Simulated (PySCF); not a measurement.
CH5AlS2, SMILES [SH][Al]([SH])[CH3].

Geometry: PBE0-D3(BJ)/def2-SVP. One conformer was computed; it need not be the lowest.

Two levels are set side by side: TDDFT-PBE/def2-SVPD (PySCF) and TDDFT-LC-ωPBE/def2-SVPD (PySCF). Vertical, same geometry. The lowest singlet is HOMO→LUMO+1 83 %, HOMO→LUMO 17 % with PBE and HOMO→LUMO+2 70 % with the other functional; states are paired by order. Differences are taken from unrounded values.

```
quantity                               TDDFT-LC-ωPBE
-------------------------------------  -------------
lowest singlet excitation (eV)                  6.39
lowest triplet excitation (TDA) (eV)            5.87
first bright state (f over 0.05) (eV)           6.65
its oscillator strength                         0.06
```

What does TDDFT-PBE give, and how far is it from TDDFT-LC-ωPBE? (The exact figures need the calculation; the answer reports its results.)


| quantity | TDDFT-PBE | TDDFT-PBE minus TDDFT-LC-ωPBE |
|---|---|---|
| lowest singlet excitation (eV) | 5.10 | -1.30 |
| lowest triplet excitation (TDA) (eV) | 4.76 | -1.12 |
| first bright state (f over 0.05) (eV) | 5.63 | -1.02 |
| its oscillator strength | 0.07 | 0.00 |

A lower first singlet is the usual sign of a functional without exact exchange. Differences between two approximate levels are no errors against the true value.

Rough cost on one machine, each run with all the roots and properties that it gave: TDDFT-LC-ωPBE against TDDFT-PBE about 7 times.
